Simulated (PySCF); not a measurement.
Isomers of C6H12OSi2 and their computed core-level spectra.

Method: PySCF 2.14.0, delta-SCF UKS SCAN, pcX-2 on the ionised atom, pcseg-1 elsewhere, spin-free X2C. Geometries: PBE0-D3(BJ)/def2-SVP; isolated species, one conformer each.

Line lists (1s up to Mg, 2p3/2 beyond; areas count atoms within a level, one atom standing for each set equivalent by bonding):
1. C 1s: 289.48 (area 1), 289.96 (area 1), 290.36 (area 1), 290.50 (area 1), 290.51 (area 1), 291.74 (area 1) eV; O 1s: 537.38 eV; Si 2p3/2: 106.91 (area 1), 107.24 (area 1) eV
2. C 1s: 289.84 (area 2), 289.85 (area 1), 289.96 (area 2), 290.42 (area 1) eV; O 1s: 537.97 eV; Si 2p3/2: 106.33 (area 1), 106.42 (area 1) eV
3. C 1s: 289.83 (area 1), 289.92 (area 1), 289.95 (area 1), 290.13 (area 1), 290.55 (area 1), 292.16 (area 1) eV; O 1s: 537.67 eV; Si 2p3/2: 105.87 (area 1), 106.61 (area 1) eV

Structures:
A. `CC#C[Si@H](O[SiH3])C1CC1`
B. `CC[Si]1(O)C=C[SiH2]C=C1`
C. `C1CC[SiH2][Si@]1(OC)C#C`

**Question.** Which list belongs to which compound?

**Answer.** 
- 1 = A: another candidate has the same counts of sites, so positions decide. C 1s: 289.48 alkyne carbon, 289.96 sp3 carbon bound to silicon, 290.36 alkyne carbon, 290.50 three-membered-ring carbon, 290.51 three-membered-ring carbon, 291.74 propargylic carbon; O 1s: 537.38 siloxane oxygen; Si 2p3/2: 106.91 oxygen-bound silicon, 107.24 oxygen-bound silicon.
- 2 = B: no other candidate has these counts of sites. C 1s: 289.84 alkene CH carbon (×2), 289.85 sp3 carbon bound to silicon, 289.96 alkene CH carbon (×2), 290.42 methyl carbon; O 1s: 537.97 silanol oxygen; Si 2p3/2: 106.33 SiH2 silicon, 106.42 oxygen-bound silicon.
- 3 = C: another candidate has the same counts of sites, so positions decide. C 1s: 289.83 sp3 carbon bound to silicon, 289.92 sp3 carbon bound to silicon, 289.95 alkyne carbon, 290.13 terminal alkyne carbon, 290.55 ring CH2 carbon, 292.16 methoxy carbon; O 1s: 537.67 silyl ether oxygen; Si 2p3/2: 105.87 SiH2 silicon, 106.61 oxygen-bound silicon.

Spin–orbit coupling isn't in the SCF: each 2p doublet comes from a relaxed spin-free hole plus a matrix of the shell (mean-field spin–orbit coupling and the ground-state 2p splitting), with 2p3/2 averaged over its two sublevels. 2 of these hole states are spin-contaminated (⟨S²⟩ up to 0.87, against 0.75; counted from 0.85) and less certain.
